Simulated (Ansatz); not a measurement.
Na₆. The state is a singlet with charge 0. Geometry relaxed at B3LYP/def2-SVP.

```xyz
6

Na    0.122    2.574    2.970
Na    1.196   -0.384    1.666
Na   -1.130    1.755   -0.089
Na   -2.260    0.728   -3.144
Na    2.132   -3.303    0.175
Na   -0.061   -1.370   -1.579
```

The restricted singlet is unstable towards broken spin symmetry in Hartree–Fock (as tested in another run); at B3LYP/def2-SVP this wasn't settled. The structure comes from a short search, and lower isomers may exist.

(1) Estimate the harmonic wavenumbers at RKS B3LYP/def2-SVP (Ansatz, unscaled). Is this a minimum?

Answers

(1) 34, 34, 37, 61, 61, 76, 76, 98, 102, 105, 149, 150 cm⁻¹. Yes, no mode is imaginary beyond noise. Zero-point energy 5.9 kJ/mol. Run time 39 s (4 threads of Arm Neoverse V2 on a shared host).
